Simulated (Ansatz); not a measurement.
One geometry of C$_{2}$H$_{5}$NOSi, SMILES `CO[SiH]1C=N1`, several functionals.

```yaml
crystal:
  periodic: [false, false, false]
  atoms:
    - {symbol: C, position_ang: [-1.757755, 0.479335, -0.357785]}
    - {symbol: O, position_ang: [-0.726530, -0.386675, 0.066810]}
    - {symbol: Si, position_ang: [0.863347, -0.091248, -0.088123]}
    - {symbol: C, position_ang: [2.075867, -1.084926, 0.703139]}
    - {symbol: N, position_ang: [1.901502, 0.024746, 1.337043]}
    - {symbol: H, position_ang: [-2.569743, -0.122641, -0.768830]}
    - {symbol: H, position_ang: [-2.137064, 1.053479, 0.491584]}
    - {symbol: H, position_ang: [-1.416393, 1.177850, -1.130110]}
    - {symbol: H, position_ang: [1.115607, 0.811737, -1.226029]}
    - {symbol: H, position_ang: [2.734361, -1.912758, 0.975101]}
basis:
  gaussian: {orbitals: def2-TZVPP}
hamiltonian: {xc: r2scan, dispersion: d4}
output: {forces: true, orbitals: {seedname: orbitals}}
```

```sh
$ ansatz run in.yaml --threads 4 --pin off --events-out ev --progress --plain --max-ram 10444MiB
```

It prints (some lines left out):

```
Functional definition: r2SCAN
1249 factors; their error is unknown
mean field evaluation 1: about -13556.2838 eV, gradient 7.5e1 eV
mean field evaluation 2: about -13525.6381 eV, gradient 1.3e2 eV
mean field evaluation 4: about -13567.4647 eV, gradient 1.7e1 eV
mean field evaluation 8: about -13568.0316 eV, gradient 1.7e-1 eV
mean field evaluation 16: about -13567.9992 eV, gradient 8.0e-3 eV
mean field -13567.99921692 eV, -498.6147745016 hartree, gradient 5.1e-5 eV, S^2 0.000000; 0 other end points of the search recorded, 0 dependent functions left out
reference -13567.99922939 eV, -498.6147749600 hartree; 23, 23 occupied and 213, 213 virtual orbitals, 1249 factors
Total energy: -13568.04736525 eV, -498.6165439200 hartree
Atom 0 at    -1.757755     0.479335    -0.357785 Å, force    -0.250999     0.197747    -0.103421 eV/Å
Atom 1 at    -0.726530    -0.386675     0.066810 Å, force     0.140294    -0.204654     0.129246 eV/Å
Atom 2 at     0.863347    -0.091248    -0.088123 Å, force    -0.035465     0.035342    -0.220039 eV/Å
Atom 3 at     2.075867    -1.084926     0.703139 Å, force     0.055905    -0.226288    -0.126178 eV/Å
Atom 4 at     1.901502     0.024746     1.337043 Å, force     0.051962     0.222485     0.259752 eV/Å
Atom 5 at    -2.569743    -0.122641    -0.768830 Å, force     0.012980     0.008366     0.008910 eV/Å
Atom 6 at    -2.137064     1.053479     0.491584 Å, force     0.004887    -0.006475    -0.009456 eV/Å
Atom 7 at    -1.416393     1.177850    -1.130110 Å, force    -0.003764    -0.008097     0.008144 eV/Å
Atom 8 at     1.115607     0.811737    -1.226029 Å, force     0.006237    -0.000486     0.026623 eV/Å
Atom 9 at     2.734361    -1.912758     0.975101 Å, force     0.017963    -0.017939     0.026421 eV/Å
Dipole moment:    -0.296065     0.002821    -0.400448 e Å
```

Run time 4.4 s (4 threads of an Arm Neoverse V1 on a shared host); peak host memory 0.31 GiB.

The same input with `hamiltonian: {xc: {name: B2PLYP}}` and no forces (abridged; 4.9 s):

```
Functional definition: B2PLYP
mean field evaluation 16: about -13556.4260 eV, gradient 5.3e-4 eV
mean field -13556.42596721 eV, -498.1894654194 hartree, gradient 4.1e-6 eV, S^2 0.000000
9 core orbitals not correlated: weight in the atoms' cores, before any rotation towards them, 1.000 or more for the frozen orbitals, at most 0.000 for the correlated occupied ones
second order -28.91888392 eV of doubles, -0.00000000 eV of singles
Total energy: -13564.23424060 eV, -498.4764141740 hartree
```

The same input with `hamiltonian: {xc: {name: wB97M-V}}` (abridged; 10 s):

```
Functional definition: wB97M-V
mean field evaluation 16: about -13569.2842 eV, gradient 3.4e-4 eV
mean field -13569.28417163 eV, -498.6619957163 hartree, gradient 6.7e-5 eV, S^2 0.000000
Total energy: -13569.28422147 eV, -498.6619975477 hartree
Atom 0 force    -0.272697     0.197102    -0.089999 eV/Å
Atom 1 force     0.121156    -0.144736     0.049156 eV/Å
Atom 2 force     0.147981     0.127840    -0.021691 eV/Å
Atom 3 force     0.065878    -0.200111    -0.066149 eV/Å
Atom 4 force    -0.038942     0.063596    -0.014332 eV/Å
Atom 5 force     0.072604     0.063691     0.037432 eV/Å
Atom 6 force     0.034835    -0.053849    -0.084691 eV/Å
Atom 7 force    -0.024744    -0.062418     0.064643 eV/Å
Atom 8 force    -0.045845    -0.107761     0.124996 eV/Å
Atom 9 force    -0.060227     0.116645     0.000634 eV/Å
Dipole moment:    -0.315146     0.009550    -0.441849 e Å
```

The same input with `hamiltonian: {xc: pbe, dispersion: d4}` (abridged; 2.1 s):

```
Functional definition: PBE
mean field evaluation 16: about -13560.9860 eV, gradient 3.2e-4 eV
mean field -13560.98599222 eV, -498.3570432478 hartree, gradient 2.5e-5 eV, S^2 0.000000
Total energy: -13561.18114021 eV, -498.3642148041 hartree
Atom 0 force    -0.153808     0.140423    -0.061827 eV/Å
Atom 1 force    -0.191213    -0.435611     0.235388 eV/Å
Atom 2 force     0.030546     0.134558    -0.507412 eV/Å
Atom 3 force     0.159785    -0.549199    -0.237605 eV/Å
Atom 4 force     0.185661     0.621986     0.724867 eV/Å
Atom 5 force    -0.187346    -0.118640    -0.092425 eV/Å
Atom 6 force    -0.100356     0.138040     0.172685 eV/Å
Atom 7 force     0.054926     0.161645    -0.169035 eV/Å
Atom 8 force     0.049354     0.120754    -0.126696 eV/Å
Atom 9 force     0.152451    -0.213956     0.062060 eV/Å
Dipole moment:    -0.286841     0.003085    -0.383516 e Å
```
